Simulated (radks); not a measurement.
The numbers below are computed, except where a source is named.
Excited configurations of neutral selenium: one electron is placed in a higher orbital outside [Ar] 3d10 4s2 4p3. The ground configuration is [Ar] 3d10 4s2 4p4. Code: a radial shooting solver on a logarithmic mesh with Libxc functionals. Model: Dirac Kohn-Sham, PBE, spin-unpolarised, spherical densities, finite nucleus; open shells fill j = l - 1/2 first; Fermi nuclear charge, rms radius 4.14 fm. Excitation = E - E(ground); binding = E(ion) - E, where the ion is the core of charge +1; n* = 1/sqrt(2 binding) in atomic units, and the quantum defect is n - n*.

| outer orbital | excitation (eV) | binding (eV) | quantum defect | <r> (bohr) |
|---|---|---|---|---|
| 4d3/2 | 8.786 | 1.871 | 1.304 | 8.146 |
| 5s1/2 | 6.997 | 3.660 | 3.072 | 5.922 |
| 5p1/2 | 8.233 | 2.424 | 2.631 | 7.958 |
| 5d3/2 | 9.446 | 1.211 | 1.648 | 15.21 |
| 5f5/2 | 10.029 | 0.629 | 0.347 | 29.40 |
| 6s1/2 | 8.930 | 1.727 | 3.193 | 12.62 |
| 6p1/2 | 9.345 | 1.312 | 2.780 | 15.85 |
| 6d3/2 | 9.879 | 0.779 | 1.820 | 25.79 |
| 6f5/2 | 10.203 | 0.454 | 0.526 | 44.06 |
| 7s1/2 | 9.655 | 1.002 | 3.315 | 22.01 |
| 7p1/2 | 9.839 | 0.818 | 2.922 | 26.36 |
| 7d3/2 | 10.118 | 0.539 | 1.974 | 39.21 |

The Delta-SCF ionisation energy is 10.657 eV (NIST Atomic Spectra Database: 9.752 eV, measured). Self-interaction in the functional shifts the binding energies and quantum defects, so they are the method's values and not measured ones. Spin polarisation and multiplet splitting are left out, so open shells lie too high by an amount that depends on their filling.

Beside tabulated values, note that spin-unpolarised runs miss the spin-polarisation part of the exchange energy of open shells.
